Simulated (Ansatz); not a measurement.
```yaml
crystal:
  periodic: [false, false, false]
  atoms:
    - {symbol: C, position_ang: [-1.016844, 1.031963, 2.401562]}
    - {symbol: C, position_ang: [-1.326330, -0.447324, 2.344103]}
    - {symbol: O, position_ang: [-0.443336, -1.138785, 1.511215]}
    - {symbol: Ti, position_ang: [0.972835, -1.212490, 0.457315]}
    - {symbol: Cl, position_ang: [2.323470, -2.887635, 1.087122]}
    - {symbol: O, position_ang: [1.827654, 0.330715, 0.550585]}
    - {symbol: C, position_ang: [2.241834, 1.548672, 0.006411]}
    - {symbol: C, position_ang: [1.685579, 1.771925, -1.382095]}
    - {symbol: O, position_ang: [0.428366, -1.457890, -1.205310]}
    - {symbol: C, position_ang: [-0.569335, -1.541587, -2.179285]}
    - {symbol: C, position_ang: [-1.941127, -1.239735, -1.618561]}
    - {symbol: H, position_ang: [-0.003087, 1.200389, 2.770395]}
    - {symbol: H, position_ang: [-1.100216, 1.483571, 1.409942]}
    - {symbol: H, position_ang: [-1.718202, 1.537979, 3.069398]}
    - {symbol: H, position_ang: [-1.268404, -0.889472, 3.345551]}
    - {symbol: H, position_ang: [-2.345962, -0.611268, 1.973978]}
    - {symbol: H, position_ang: [3.337829, 1.558397, -0.014298]}
    - {symbol: H, position_ang: [1.921517, 2.352239, 0.681130]}
    - {symbol: H, position_ang: [2.038158, 2.726460, -1.780256]}
    - {symbol: H, position_ang: [0.593128, 1.790162, -1.363101]}
    - {symbol: H, position_ang: [2.002932, 0.975287, -2.057938]}
    - {symbol: H, position_ang: [-0.321826, -0.839209, -2.984896]}
    - {symbol: H, position_ang: [-0.544626, -2.550340, -2.607765]}
    - {symbol: H, position_ang: [-1.979715, -0.224904, -1.215057]}
    - {symbol: H, position_ang: [-2.696400, -1.326154, -2.403462]}
    - {symbol: H, position_ang: [-2.192389, -1.936766, -0.816583]}
basis:
  gaussian: {orbitals: cc-pVTZ, fitting: {mean_field: cc-pVTZ-jkfit}}
magnetization: {spin_polarized: true, initial_magnetization: 1}
hamiltonian: {xc: {name: B3LYP}, pseudopotentials: {relativity: scalar}}
output: {forces: true}
```

```sh
$ ansatz run in.yaml --threads 11 --pin off --events-out ev --progress --plain --max-ram 174080MiB --backend cuda --devices 0, --max-vram 75GiB
```

Shortened log:

```
Error: a molecule whose nuclei and cores have a total charge of 114 cannot have a net charge of 0 together with 1 unpaired electrons
```

In this input the number of unpaired electrons doesn't fit the electron count. The program refused the input.
